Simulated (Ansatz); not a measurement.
Born–Oppenheimer molecular dynamics of AlFH₂S₂ (6 atoms, charge 0, multiplicity 1). It starts at the highest image of a converged band, a first-order saddle point between two minima.

Level of theory: RKS PBE0-D4/def2-SVP (Ansatz).

```json
{
 "ensemble": "NVE (velocity Verlet)",
 "time step": "0.5 fs",
 "steps asked": "200",
 "starting velocities drawn for": "300 K",
 "seed": "8684"
}
```

First frame:

```xyz
6
Properties=species:S:1:pos:R:3
F -1.118 -1.535 -0.307
Al -0.097 -0.308 0.160
S 1.980 -0.701 0.697
S -0.941 1.687 0.209
H 2.369 -0.473 -0.581
H -2.152 1.266 -0.223
```

(1) How far do the bonds stretch over the last three quarters of this one trajectory? (Pairs bonded in most of those frames.)

## Answers

(1) 
```json
{"bond": "F1–Al2", "mean (Å)": "1.664", "spread (Å)": "0.008", "shortest": "1.65", "longest": "1.68"}
{"bond": "Al2–S3", "mean (Å)": "2.199", "spread (Å)": "0.055", "shortest": "2.10", "longest": "2.27"}
{"bond": "Al2–S4", "mean (Å)": "2.164", "spread (Å)": "0.043", "shortest": "2.10", "longest": "2.23"}
{"bond": "S3–H5", "mean (Å)": "1.355", "spread (Å)": "0.013", "shortest": "1.34", "longest": "1.38"}
{"bond": "S4–H6", "mean (Å)": "1.354", "spread (Å)": "0.009", "shortest": "1.34", "longest": "1.37"}
```

Mean temperature of the second half: 174 K. The conserved energy stayed within 0.031 meV per atom of its start (net change 0.016 meV per atom), so the integration is sound. A run of 0.1 ps of so small a system gives no equilibrium averages. The orbitals stay closed-shell, which can raise the energy where a bond breaks towards radicals; this wasn't checked here.

Run time: 8.9 min on 1 thread of Arm Neoverse V1 (shared host), peak memory 0.14 GiB.
